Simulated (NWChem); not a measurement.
Molecule: hydrogen iodide (HI); SMILES I

Program: NWChem. Medium grid unless said otherwise, to which SCAN and Minnesota functionals are sensitive. All runs use the structure optimised with PBE0/def2-SVP. def2 effective core potentials on I; no spin-orbit coupling. Computed dipoles belong to the equilibrium geometry; the measured one is vibrationally averaged.

Measured dipole moment: 0.45 D (NIST CCCBDB, as tabulated in the package chemicals).

```csv
level,dipole moment (D),computed − measured
B3LYP/def2-SVP,0.59,+0.14
PBE/def2-SVP,0.62,+0.17
r2SCAN/def2-SVP,0.69,+0.24
"LDA (Slater exchange, VWN5)/def2-SVP",0.72,+0.27
OLYP/def2-SVP,0.56,+0.11
RPBE/def2-SVP,0.58,+0.13
LRC-wPBEh/def2-SVP,0.67,+0.22
LC-BLYP (range parameter 0.33 per bohr)/def2-SVP,0.67,+0.22
CAM-B3LYP/def2-SVP,0.63,+0.18
MN15/def2-SVP,0.56,+0.11
```
